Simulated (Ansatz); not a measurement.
Reaction (ligand exchange at a Ge–N bond): `C=[N][GeH2][CH3]` + H₂Te → `[CH3][GeH2][TeH]` + `C=N`

Computed with Ansatz on PBE0-D4/def2-TZVP structures; ΔE is electronic, products minus reactants. CCSD(T)/CBS adds triple-zeta CCSD(T) − MP2 to the extrapolated MP2 energy (def2 sets, frozen cores). This one scheme is used for every species. Functionals use def2-TZVPP. B3LYP here is the variant with VWN-RPA as its local correlation; programs differ in this. Elements past krypton have def2 core potentials. For Ge, Te outer-core shells are correlated without core-valence functions, which leaves a few kJ/mol of doubt a bond. Scalar relativity is left out up to krypton. Each species was taken in one conformer, which may not be the lowest.

```tsv
level	ΔE (kcal/mol)
PBE0-D4	-17.0
r2SCAN	-15.7
B3LYP	-15.3
HF/def2-TZVPP	-15.1
SCS-MP2/def2-TZVPP	-14.6
CCSD/def2-TZVPP	-14.5
HF/CBS(def2)	-15.1
MP2/CBS(def2)	-17.3
```

**Question.** What does CCSD(T)/CBS give? (An estimate is asked.)

**Answer.** The calculation gave: -16.3 kcal/mol. The listed levels differ from it by -0.7, 0.6, 1.0, 1.2, 1.7, 1.8, 1.2, -1.0 kcal/mol.

Largest T1 diagnostic among the species: 0.012.
